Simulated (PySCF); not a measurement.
How the functional moves excitation energies

C3H8O2Si.
Z-matrix (Å and degrees, PBE0-D3(BJ)/def2-SVP geometry), rows numbered from 1:
```
C 
C   1  1.4912
C   2  1.3357  1  125.09
O   3  1.3585  2  122.79  1     0.57
Si  4  1.6704  3  125.97  2  -169.98
O   5  1.6549  4  112.59  3    75.77
H   1  1.1030  2  111.37  3   120.61
H   1  1.1029  2  111.27  3  -120.65
H   1  1.0985  2  110.98  3    -0.14
H   2  1.0941  1  118.62  3   179.63
H   3  1.0980  2  121.27  1   179.79
H   5  1.4856  4  103.79  3  -162.75
H   5  1.4854  4  109.58  3   -40.79
H   6  0.9618  5  117.42  4    64.47
```

Linear-response calculations in the def2-SVPD basis (PySCF; singlets by full response, triplets Tamm–Dancoff, core orbitals frozen in the response; HF means time-dependent Hartree–Fock). 'Strongest' is the level of largest summed f among the singlets computed (10 roots, of which the last may lack a degenerate partner); it can jump between rows when another state enters that window. S1 is the lowest singlet of each run and needn't be the same state throughout; f(S1) is that of one state. One conformer (not necessarily the lowest) at the PBE0-D3(BJ)/def2-SVP geometry, without solvent, vibrations or thermal averaging.

```csv
functional,kind,S1 (eV),f(S1),strongest (eV),T1 (eV),HOMO (eV),gap (eV),"ionisation energy, ΔSCF (eV)"
LDA,LDA,4.84,0.036,6.48,4.43,-5.58,4.73,8.73
PBE,GGA,4.79,0.033,6.62,4.25,-5.42,4.70,8.51
B3LYP,"global hybrid, 20% exact exchange",5.44,0.029,6.82,4.25,-6.36,6.15,8.65
PBE0,"global hybrid, 25% exact exchange",5.73,0.031,6.98,4.20,-6.56,6.65,8.62
BHandHLYP,"global hybrid, 50% exact exchange",6.25,0.012,7.12,4.14,-7.58,8.26,8.56
CAM-B3LYP,range-separated hybrid,6.13,0.015,6.99,4.21,-7.89,8.69,8.71
wB97X-D,range-separated hybrid,6.39,0.016,7.09,4.33,-8.40,10.17,8.66
LC-wPBE,range-separated hybrid,6.88,0.032,7.10,4.08,-9.23,11.13,8.77
HF,Hartree–Fock,6.88,0.017,7.36,3.71,-9.11,11.32,not settled
```

S1 runs from 4.79 eV (PBE) to 6.88 eV (HF), a spread of 2.10 eV, while the orbital gap spreads over 6.6 eV. Along PBE (0%), B3LYP (20%), PBE0 (25%), BHandHLYP (50%), HF (100%) S1 rises with the share of exact exchange. −ε(HOMO) comes closest to its own ΔSCF ionisation energy with wB97X-D (-0.26 eV) and misses most with LDA (-3.15 eV). 'Not settled' means that the ion's SCF failed to converge or may have ended in another state than the lowest.
